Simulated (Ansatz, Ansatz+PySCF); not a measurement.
```xyz
2

Mn    0.0000    0.0000    0.0000
H     0.0000    0.0000    1.8002
```

Basis set: def2-SVP (spherical functions). Frozen core: 5 orbitals. Charge 0, multiplicity 7.

Computed with Ansatz (development build ahead of 0.2.0); each method stands on the lowest determinant of its kind that the runs found. Restricted functionals stand beside restricted open-shell atoms, which can lie above the unrestricted atoms usual in DFT and then raise those values.

The atomization energy at this shape (free ground-state atoms in the same class of orbitals less the molecule, no zero-point energy) of septet MnH:

```csv
method,atomization energy
ωB97X (unrestricted),119.3 kJ/mol
r²SCAN (unrestricted),187.1 kJ/mol
r²SCAN (restricted open-shell),191.3 kJ/mol
PBE0 (unrestricted),159.7 kJ/mol
PBE (unrestricted),164.8 kJ/mol
PBE (restricted open-shell),166.8 kJ/mol
UHF,124.6 kJ/mol
ROHF,128.1 kJ/mol
```

Problem. What does UHF-MP2 give?

Solution. 134.3 kJ/mol.
